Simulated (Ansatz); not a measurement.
A structure relaxed at r2SCAN-D4/def2-TZVP in Ansatz, charge 0, singlet:

Cartesian coordinates in Å:
```
La 0.071 0.344 0.222
F -1.893 -0.300 0.812
F 0.190 0.974 -1.830
F 1.632 -1.018 0.796
```

Task: Give its formula and point group.

Result: LaF3 (the lowest singlet isomer of a short search). Point group C3v (tolerance 0.1 Å).

Task: Summarise the bond lengths by kind (pairs closer than 1.2 times the sum of covalent radii, bridged metal pairs left out).

Result: 3 × F–La 2.15 Å. The metal has 3 neighbours: F 2.15 Å, F 2.15 Å, F 2.15 Å.

In the def2 sets La takes a core potential; there is no spin–orbit coupling. The structure comes from a short search, and lower isomers may exist.
